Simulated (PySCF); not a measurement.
5-methylidene-2H-1,3-oxazole (C₄H₅NO), SMILES C=C1C=NCO1.

The structure is a stationary point at ωB97X-D3(BJ)/def2-SVP. The values are those of a single conformer.

Two levels are set side by side: PBE/def2-TZVP (PySCF) and B3LYP/def2-TZVP (PySCF). Same geometry, gas phase. Differences are taken from unrounded values.

| quantity | B3LYP | PBE | PBE minus B3LYP |
|---|---|---|---|
| orbital gap (eV) | 4.98 | 3.32 | -1.66 |
| highest occupied level (eV) | -6.49 | -5.55 | 0.94 |
| lowest empty level (eV) | -1.51 | -2.23 | -0.72 |
| dipole moment (D) | 0.47 | 0.33 | -0.14 |
| mean polarisability (bohr³) | 59.2 | 60.4 | 1.2 |

Without exact exchange PBE keeps part of each electron's self-repulsion, which lifts occupied levels and narrows the gap. Differences between two approximate levels are no errors against the true value.

Rough cost on one machine, each run with all the roots and properties that it gave: B3LYP against PBE within a factor of 2.
